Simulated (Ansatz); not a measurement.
`OC(S)O[SiH3]` → C• + 6 H• + 2 O• + S• + Si•  (atomization)

Computed with Ansatz on PBE0-D4/def2-TZVP structures; ΔE is electronic, products minus reactants. CCSD(T)/CBS is the MP2 limit (def2-TZVPP, def2-QZVPP) plus CCSD(T) − MP2 in def2-TZVPP, frozen cores. This one scheme is used for every species, atoms too. DFT in def2-TZVPP. Open shells (•) are unrestricted, without spin–orbit coupling. Spin–orbit coupling would lower the free atoms: a little for C, O, S, Si. Each species was taken in one conformer, which may not be the lowest.

`OC(S)O[SiH3]`:

Z-matrix (Å, degrees):
```
C
S 1 1.818
O 1 1.392 2 114.1
O 1 1.382 2 109.1 3 121.7
H 1 1.101 2 104.1 3 -118.9
H 2 1.344 1 94.5 3 -66.8
Si 3 1.661 1 124.3 2 -41.8
H 4 0.964 1 106.9 2 -164.8
H 7 1.482 3 104.0 1 -161.1
H 7 1.482 3 112.2 1 80.4
H 7 1.486 3 110.6 1 -42.7
```

CCSD(T)/CBS gives +3810.4 kJ/mol.

Problem. Another level gave +3775.7 kJ/mol. Which?
A. r2SCAN0/def2-TZVPP
B. r2SCANh/def2-TZVPP
C. BLYP-D4/def2-TZVPP
D. PBE0-D4/def2-TZVPP

Solution. D. PBE0-D4 3775.7, r2SCANh 3768.1, BLYP-D4 3787.6, r2SCAN0 3722.3 kJ/mol.

Largest T1 diagnostic among the species: 0.012.

From r2SCAN to r2SCAN0 (25 % exact exchange), in def2-TZVPP and without D4, ΔE moves by −77.9 kJ/mol: exact exchange takes away binding that semilocal exchange gives to molecules. Leaving LDA and LC-ωPBE aside and taking each functional with its dispersion term where it has one, the values, not all of them listed here, spread over 205.2 kJ/mol, from BHLYP-D4 to PBE-D4. LDA lies +576.3 kJ/mol from PBE without D4, its usual overbinding.

For atomizations the MP2-based limit and the directly extrapolated one differ by several kJ/mol either way, and by 10 to 25 for some Ge, Se and Sn compounds, so smaller differences from it don't rank the levels.
